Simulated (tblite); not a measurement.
Record of a relaxation.

Species: C₆H₁₁O₂P.
Bonds: C1–C2, C2–O3 (double), C2–P4, P4–C5, C5–C6, C6–O7, O7–C8, C8–C9, P4–C9. Hydrogens: H10, H11, H12 on C1; H13, H14 on C5; H15, H16 on C6; H17, H18 on C8; H19, H20 on C9.

Computed with GFN2-xTB (tblite), gas phase: L-BFGS steps from a force-field or distance-geometry start until the largest atomic force falls under 0.01 eV/Å. 6 of its 61 geometries are shown.

Step 0: E = -791.4535 eV, largest atomic force 1.796 eV/Å
```
atom  x, y, z in Å  |  force x, y, z in eV/Å
C1      2.617    0.191   -0.762   -0.126   0.062   0.098
C2      1.593   -0.545    0.051   -0.660  -1.620  -0.406
O3      1.437   -1.762    0.001    0.511   1.111  -0.016
P4      0.531    0.377    1.226    0.369   0.193   0.972
C5     -0.371    1.512    0.108   -0.130   0.538  -0.609
C6     -1.202    0.789   -0.962   -0.590   0.076   0.538
O7     -2.199   -0.038   -0.374    0.564  -0.308  -0.022
C8     -1.629   -1.188    0.274   -0.583   0.213  -0.389
C9     -0.846   -0.827    1.529   -0.147   0.080  -0.018
H10     3.344   -0.513   -1.144    0.094  -0.127  -0.165
H11     3.128    0.931   -0.150   -0.130   0.111  -0.019
H12     2.109    0.683   -1.599    0.163  -0.029   0.191
H13    -1.046    2.118    0.734    0.160  -0.163  -0.141
H14     0.343    2.197   -0.380   -0.163  -0.153   0.178
H15    -1.724    1.544   -1.566   -0.133  -0.181   0.120
H16    -0.580    0.200   -1.632    0.298  -0.232  -0.121
H17    -2.473   -1.833    0.559   -0.027   0.280  -0.076
H18    -1.042   -1.764   -0.456    0.224   0.173   0.135
H19    -0.468   -1.724    2.017    0.167  -0.034  -0.107
H20    -1.528   -0.338    2.243    0.139   0.011  -0.143
```

Step 12: E = -791.5787 eV, largest atomic force 0.093 eV/Å
```
atom  x, y, z in Å  |  force x, y, z in eV/Å
C1      2.587    0.181   -0.756   -0.058  -0.045   0.030
C2      1.561   -0.597    0.025   -0.035  -0.036   0.070
O3      1.472   -1.800   -0.007    0.021   0.051  -0.029
P4      0.549    0.383    1.248   -0.029  -0.005   0.003
C5     -0.370    1.525    0.093    0.060  -0.003   0.030
C6     -1.204    0.784   -0.952   -0.010   0.024   0.020
O7     -2.182   -0.050   -0.391   -0.021  -0.008  -0.033
C8     -1.633   -1.169    0.267   -0.004   0.000   0.020
C9     -0.851   -0.808    1.528    0.051   0.019   0.018
H10     3.334   -0.506   -1.151    0.010   0.051  -0.027
H11     3.059    0.925   -0.113   -0.071  -0.041  -0.044
H12     2.101    0.695   -1.586    0.025   0.000   0.041
H13    -1.030    2.122    0.729    0.005   0.008  -0.027
H14     0.342    2.196   -0.389   -0.002   0.026  -0.011
H15    -1.762    1.508   -1.554    0.033   0.006  -0.042
H16    -0.544    0.197   -1.612   -0.010   0.005  -0.031
H17    -2.492   -1.790    0.535    0.004  -0.019   0.006
H18    -0.990   -1.736   -0.420   -0.001   0.004  -0.019
H19    -0.433   -1.715    1.970    0.000  -0.006   0.025
H20    -1.519   -0.335    2.256    0.030  -0.030   0.001
```

Step 24: E = -791.5833 eV, largest atomic force 0.034 eV/Å
```
atom  x, y, z in Å  |  force x, y, z in eV/Å
C1      2.562    0.177   -0.751   -0.010   0.009  -0.011
C2      1.549   -0.611    0.034    0.029   0.009   0.016
O3      1.463   -1.813   -0.001    0.000  -0.011  -0.003
P4      0.551    0.383    1.253    0.000   0.001   0.019
C5     -0.356    1.524    0.088   -0.008   0.009  -0.014
C6     -1.192    0.785   -0.959    0.001   0.001   0.002
O7     -2.172   -0.044   -0.392    0.004  -0.005  -0.007
C8     -1.626   -1.164    0.268   -0.008  -0.001  -0.007
C9     -0.843   -0.810    1.534   -0.022  -0.013  -0.011
H10     3.323   -0.484   -1.161   -0.015   0.006   0.013
H11     3.016    0.925   -0.102    0.005  -0.004  -0.014
H12     2.067    0.695   -1.571   -0.013   0.008  -0.012
H13    -1.021    2.126    0.713    0.008  -0.003   0.008
H14     0.354    2.198   -0.394    0.025  -0.009  -0.002
H15    -1.743    1.511   -1.564    0.012  -0.007  -0.011
H16    -0.538    0.194   -1.624   -0.009   0.013   0.022
H17    -2.484   -1.786    0.535   -0.002  -0.006  -0.006
H18    -0.984   -1.729   -0.423   -0.001  -0.001   0.022
H19    -0.421   -1.718    1.969    0.003   0.003  -0.006
H20    -1.511   -0.349    2.268    0.001   0.001   0.002
```

Step 36: E = -791.5850 eV, largest atomic force 0.026 eV/Å
```
atom  x, y, z in Å  |  force x, y, z in eV/Å
C1      2.541    0.188   -0.754   -0.004   0.003  -0.011
C2      1.548   -0.607    0.048   -0.010  -0.017   0.007
O3      1.469   -1.810    0.012    0.013   0.003   0.009
P4      0.545    0.380    1.268   -0.001   0.000   0.005
C5     -0.343    1.521    0.089    0.019   0.004   0.017
C6     -1.177    0.782   -0.959   -0.003   0.007   0.006
O7     -2.164   -0.042   -0.398   -0.012   0.009   0.006
C8     -1.627   -1.163    0.267   -0.003  -0.004   0.000
C9     -0.851   -0.815    1.536    0.015   0.006   0.005
H10     3.299   -0.471   -1.172    0.016  -0.002  -0.004
H11     3.000    0.944   -0.120    0.001  -0.002   0.006
H12     2.027    0.694   -1.569   -0.008   0.006  -0.020
H13    -1.001    2.139    0.706   -0.018  -0.002  -0.008
H14     0.383    2.178   -0.392    0.003   0.009  -0.007
H15    -1.719    1.508   -1.573   -0.007   0.006  -0.004
H16    -0.523    0.186   -1.617    0.018  -0.005   0.003
H17    -2.489   -1.784    0.525   -0.012   0.000   0.005
H18    -0.982   -1.730   -0.418    0.010  -0.008  -0.012
H19    -0.422   -1.725    1.962   -0.010  -0.010   0.008
H20    -1.518   -0.363    2.276   -0.004  -0.003  -0.010
```

Step 48: E = -791.5857 eV, largest atomic force 0.020 eV/Å
```
atom  x, y, z in Å  |  force x, y, z in eV/Å
C1      2.528    0.191   -0.763   -0.001  -0.002  -0.003
C2      1.550   -0.609    0.054    0.009   0.010  -0.005
O3      1.491   -1.813    0.034   -0.003   0.001   0.005
P4      0.543    0.376    1.274    0.019  -0.005   0.005
C5     -0.337    1.522    0.095   -0.004  -0.002   0.001
C6     -1.167    0.783   -0.956    0.005   0.003  -0.006
O7     -2.159   -0.037   -0.397    0.011  -0.008  -0.012
C8     -1.629   -1.163    0.264   -0.001  -0.005  -0.003
C9     -0.853   -0.819    1.536   -0.006   0.001  -0.004
H10     3.291   -0.463   -1.182   -0.001   0.006   0.009
H11     2.985    0.954   -0.135    0.001  -0.007  -0.008
H12     2.006    0.690   -1.579   -0.009  -0.009   0.004
H13    -1.000    2.142    0.705    0.000  -0.007   0.007
H14     0.394    2.179   -0.382   -0.009   0.001  -0.003
H15    -1.703    1.507   -1.577   -0.004   0.007  -0.001
H16    -0.509    0.182   -1.606   -0.002   0.000   0.002
H17    -2.494   -1.780    0.520   -0.008   0.001   0.004
H18    -0.986   -1.734   -0.421    0.004   0.010  -0.004
H19    -0.431   -1.731    1.965   -0.007   0.007   0.000
H20    -1.525   -0.364    2.269    0.004  -0.003   0.010
```

Step 60: E = -791.5861 eV, largest atomic force 0.009 eV/Å
```
atom  x, y, z in Å  |  force x, y, z in eV/Å
C1      2.521    0.189   -0.769    0.000   0.000  -0.003
C2      1.556   -0.613    0.061   -0.004   0.000  -0.003
O3      1.507   -1.817    0.053   -0.001   0.002   0.001
P4      0.547    0.373    1.278   -0.005   0.002  -0.001
C5     -0.336    1.521    0.101    0.002  -0.001   0.002
C6     -1.159    0.784   -0.957    0.001   0.002   0.003
O7     -2.155   -0.036   -0.405    0.002  -0.002  -0.004
C8     -1.629   -1.161    0.261    0.002  -0.001  -0.001
C9     -0.856   -0.818    1.535    0.000   0.000  -0.001
H10     3.288   -0.459   -1.188    0.001  -0.005   0.004
H11     2.973    0.964   -0.152   -0.001   0.000  -0.001
H12     1.986    0.673   -1.586   -0.002  -0.002  -0.004
H13    -1.004    2.130    0.716    0.001   0.002  -0.005
H14     0.390    2.186   -0.371    0.001   0.003   0.008
H15    -1.691    1.510   -1.580   -0.001  -0.002   0.002
H16    -0.498    0.183   -1.604   -0.004   0.004  -0.001
H17    -2.496   -1.775    0.516    0.002  -0.001  -0.001
H18    -0.984   -1.732   -0.422    0.004   0.000   0.001
H19    -0.439   -1.731    1.965    0.000   0.003   0.003
H20    -1.526   -0.360    2.268    0.001  -0.004   0.000
```

Q: Summarise the path.

A: The energy falls by 12.80 kJ/mol from step 0 to step 60; nine tenths of that is first reached at step 8. It falls at every step. The largest force goes from 1.796 to 0.009 eV/Å. Among the bonds P4–C5 changes most, from 1.832 to 1.866 Å; the atoms move by 0.076 Å rms after alignment.

Q: Follow the three bonds and two angles with the largest change from start to end.

A: 
```tsv
step	E above end (kJ/mol)	largest force (eV/Å)	P4–C5 (Å)	C2–P4 (Å)	O7–C8 (Å)	C1–C2–P4 (°)	O3–C2–P4 (°)
0	12.80	1.796	1.832	1.832	1.438	119.8	116.8
3	4.04	0.289	1.868	1.860	1.412	118.4	118.4
5	2.32	0.293	1.867	1.872	1.412	117.6	119.7
8	1.27	0.102	1.864	1.864	1.408	117.0	120.1
10	1.00	0.136	1.866	1.863	1.407	116.6	119.9
13	0.62	0.086	1.864	1.866	1.409	115.8	120.3
16	0.46	0.054	1.864	1.863	1.410	115.6	120.7
18	0.41	0.040	1.867	1.864	1.409	115.4	120.7
21	0.34	0.040	1.867	1.866	1.410	115.1	120.7
23	0.30	0.046	1.865	1.865	1.410	115.0	120.8
26	0.25	0.025	1.866	1.863	1.409	115.0	120.9
29	0.21	0.030	1.867	1.864	1.409	114.9	121.0
31	0.18	0.032	1.866	1.864	1.410	115.0	121.0
34	0.13	0.023	1.865	1.862	1.410	115.1	120.9
37	0.10	0.028	1.866	1.863	1.409	115.2	120.9
39	0.09	0.028	1.866	1.864	1.409	115.2	120.9
42	0.07	0.013	1.866	1.863	1.409	115.2	120.8
44	0.06	0.018	1.866	1.863	1.409	115.2	120.8
47	0.05	0.018	1.866	1.863	1.409	115.2	120.8
50	0.03	0.019	1.866	1.862	1.409	115.2	120.8
52	0.02	0.016	1.866	1.862	1.409	115.2	120.7
55	0.01	0.015	1.865	1.862	1.409	115.2	120.7
57	0.00	0.013	1.865	1.862	1.409	115.2	120.7
60	0.00	0.009	1.866	1.862	1.409	115.2	120.7
```
